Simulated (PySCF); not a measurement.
Species: C8H7N.
Structure used (PBE0-D3(BJ)/def2-SVP), in Å, numbered top down from 1:
```
atom  x, y, z in Å
C1     2.179   -0.400    0.172
C2     1.936    1.003    0.095
C3     0.658    1.474    0.047
N4    -0.399    0.602    0.073
C5    -1.741    0.868    0.035
C6    -2.416   -0.341    0.085
C7    -1.467   -1.380    0.156
C8    -0.206   -0.789    0.148
C9     1.124   -1.273    0.198
H10    3.205   -0.771    0.210
H11    2.763    1.713    0.073
H12    0.405    2.533   -0.012
H13   -2.106    1.890   -0.025
H14   -3.499   -0.452    0.071
H15   -1.661   -2.449    0.208
H16    1.279   -2.352    0.256
```

The closed-shell ground state was solved at several levels (PySCF, density fitting, gas phase, non-relativistic).

```
              level  basis functions  HOMO (eV)  LUMO (eV)  gap (eV)  dipole (D)
     B97-2/pcSseg-1              188      -5.30      -0.82      4.48        1.19
        B3LYP/pcJ-1              313      -5.31      -0.94      4.37        1.19
CAM-B3LYP/def2-SVPD              236      -6.63       0.22      6.85        1.20
```

Estimate the row for PBE0/pcSseg-1, a basis of 188 functions; the other rows only guide the guess.

HOMO -5.53 eV, LUMO -0.79 eV, gap 4.74 eV, dipole 1.21 D.

Over all these levels, which gives the widest orbital gap and which the narrowest?

CAM-B3LYP/def2-SVPD (range-separated hybrid) has the widest, 6.85 eV, and B3LYP/pcJ-1 (global hybrid, 20 % exact exchange) the narrowest, 4.37 eV. Functional and basis both differ between the two, so the spread mixes both effects.

How far do the dipole and the HOMO energy spread over the levels?

The dipole runs from 1.19 to 1.21 D (mean 1.20 D) and the HOMO from -6.63 to -5.30 eV.
